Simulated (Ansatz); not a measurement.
Calculated with Ansatz (gas phase, PBE0-D4/def2-TZVP geometries, no zero-point term in ΔE). CCSD(T)/CBS is the MP2 limit (def2-TZVPP, def2-QZVPP) plus CCSD(T) − MP2 in def2-TZVPP, frozen cores. Functionals use def2-TZVPP. HSE06 is defined as in plane-wave codes. For As, Sc outer-core shells are correlated without core-valence functions, which leaves a few kJ/mol of doubt a bond. Scalar relativity is left out up to krypton. Each species was taken in one conformer, which may not be the lowest.

Reaction (cleavage of the Si–As bond): `[SiH3][As]1C[SiH2]1` + `[NH2][Sc]([OH])[OH]` → `[NH2][Sc]([OH])[O][SiH3]` + `C1[SiH2][AsH]1`

`[SiH3][As]1C[SiH2]1`:

```xyz
11

Si   -0.722    1.287   -1.157
As   -1.358   -0.675   -0.021
C     0.023   -0.433    1.483
Si    0.833   -1.393    0.131
H    -0.867    1.093   -2.624
H    -1.599    2.415   -0.742
H     0.687    1.658   -0.845
H    -0.293   -0.962    2.377
H     0.321    0.590    1.684
H     1.067   -2.835    0.368
H     1.907   -0.744   -0.653
```

`[NH2][Sc]([OH])[OH]`:

Z-matrix (Å, degrees):
```
N
Sc 1 1.986
H 1 1.012 2 126.2
H 1 1.012 2 126.2 3 -180.0
O 2 1.875 1 116.3 3 0.0
O 2 1.875 1 116.3 3 180.0
H 5 0.952 2 169.0 1 179.9
H 6 0.952 2 169.1 1 -179.9
```

`[NH2][Sc]([OH])[O][SiH3]`:

Cartesian coordinates in Å:
```
N 0.527 0.985 -2.268
Sc 0.574 0.875 -0.291
O 1.522 2.212 0.606
O -0.352 -0.578 0.524
Si -1.121 -1.784 1.293
H 0.058 0.340 -2.892
H 0.967 1.695 -2.839
H 1.944 2.790 1.234
H -2.573 -1.480 1.431
H -0.561 -1.991 2.659
H -0.984 -3.064 0.542
```

`C1[SiH2][AsH]1`:

Z-matrix (Å, degrees):
```
C
As 1 2.046
Si 1 1.843 2 72.9
H 1 1.086 2 110.5 3 -114.3
H 1 1.084 2 114.8 3 116.9
H 2 1.526 1 92.8 3 -86.7
H 3 1.479 1 118.2 2 109.1
H 3 1.480 1 117.5 2 -108.2
```

```json
{"level": "LDA (SPW92)", "ΔE (kcal/mol)": "-13.3", "difference from CCSD(T)/CBS": "4.0"}
{"level": "B97M-V", "ΔE (kcal/mol)": "-19.0", "difference from CCSD(T)/CBS": "-1.7"}
{"level": "PBE0-D4", "ΔE (kcal/mol)": "-14.3", "difference from CCSD(T)/CBS": "3.0"}
{"level": "r2SCANh-D4", "ΔE (kcal/mol)": "-17.0", "difference from CCSD(T)/CBS": "0.3"}
{"level": "BHLYP-D4", "ΔE (kcal/mol)": "-19.5", "difference from CCSD(T)/CBS": "-2.2"}
{"level": "ωB97X-V", "ΔE (kcal/mol)": "-17.6", "difference from CCSD(T)/CBS": "-0.3"}
{"level": "PBE-QIDH", "ΔE (kcal/mol)": "-16.4", "difference from CCSD(T)/CBS": "0.9"}
{"level": "r2SCAN0", "ΔE (kcal/mol)": "-17.4", "difference from CCSD(T)/CBS": "-0.1"}
{"level": "HSE06", "ΔE (kcal/mol)": "-15.3", "difference from CCSD(T)/CBS": "2.0"}
{"level": "BHLYP", "ΔE (kcal/mol)": "-21.5", "difference from CCSD(T)/CBS": "-4.2"}
{"level": "HF/def2-SVP", "ΔE (kcal/mol)": "-24.7", "difference from CCSD(T)/CBS": "-7.4"}
{"level": "MP2/def2-SVP", "ΔE (kcal/mol)": "-19.4", "difference from CCSD(T)/CBS": "-2.1"}
{"level": "CCSD/def2-SVP", "ΔE (kcal/mol)": "-20.8", "difference from CCSD(T)/CBS": "-3.5"}
{"level": "SCS-MP2/def2-TZVPP", "ΔE (kcal/mol)": "-19.0", "difference from CCSD(T)/CBS": "-1.7"}
{"level": "HF/def2-QZVPP", "ΔE (kcal/mol)": "-25.9", "difference from CCSD(T)/CBS": "-8.6"}
{"level": "CCSD/CBS(def2)", "ΔE (kcal/mol)": "-18.5", "difference from CCSD(T)/CBS": "-1.2"}
{"level": "CCSD(T)/CBS", "ΔE (kcal/mol)": "-17.3", "difference from CCSD(T)/CBS": "0"}
```

Largest T1 diagnostic among the species: 0.016.

In def2-TZVPP, CCSD(T) changes the Hartree–Fock value by +7.2 kcal/mol (the triples alone add +1.2 kcal/mol) and MP2 by +8.5 kcal/mol. The D4 term adds +2.0 kcal/mol with B3LYP and +1.0 kcal/mol with PBE0; it sums over pairs of atoms, weighted by their polarisabilities, and B3LYP, whose exchange is more repulsive, gets the larger term. Leaving LDA and LC-ωPBE aside and taking each functional with its dispersion term where it has one, the values, not all of them listed here, spread over 6.8 kcal/mol, from BHLYP-D4 to revPBE-D4. LDA lies +0.8 kcal/mol from PBE without D4.

B3LYP here is the variant with VWN-RPA as its local correlation; programs differ in this.
